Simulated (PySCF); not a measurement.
Bond curve of CdH

Set-up: Cd x2c-TZVPPall, H x2c-TZVPPall; spin-free X2C with a Gaussian nucleus (PySCF 2.14). Energies in eV from Cd + H in their ground configurations at the same level. All curves are PBE0. state 1: ²Σ⁺ (doublet), unpaired electrons σ ↑; state 2: quartet, unpaired electrons σ ↑↑, π ↑, a second solution, started from another occupation.

| R (Å) | state 1 | state 2 |
| --- | --- | --- |
| 1.522 | -0.5070 | 5.2026 |
| 1.593 | -0.6928 | 4.9220 |
| 1.664 | -0.7971 | 4.7003 |
| 1.717 | -0.8346 | 4.5631 |
| 1.770 | -0.8452 | 4.4458 |
| 1.823 | -0.8349 | 4.3448 |
| 1.894 | -0.7969 | 4.2309 |
| 1.982 | -0.7232 | 4.1155 |
| 2.089 | -0.6148 | 4.0078 |
| 2.230 | -0.4641 | 3.9033 |

**Question.** Put a parabola through the three lowest points of the state 1 curve and estimate Re, k and ωe (reduced mass 0.999 u; 1 eV/Å² = 0.16022 mdyn/Å; ωe = 1302.8·√(k/μ) cm⁻¹).

**Answer.** Through R = 1.717, 1.77, 1.823 Å the second-order coefficient is 3.72 eV/Å², so Re ≈ 1.770 Å, k ≈ 1.19 mdyn/Å and ωe ≈ 1423 cm⁻¹. A polynomial fit of higher order to the unrounded PBE0 energies gives Re = 1.768 Å, k = 1.20 mdyn/Å, ωe = 1427 cm⁻¹; anharmonicity and rounding make the difference.

The higher-order fit for each curve: state 1: Re = 1.768 Å, ωe = 1427 cm⁻¹, De = 0.85 eV. State 2 gave no clean fit.

Spin–orbit coupling is left out. The state is the lowest determinant that a PBE0 search found; another state may lie lower at other levels.
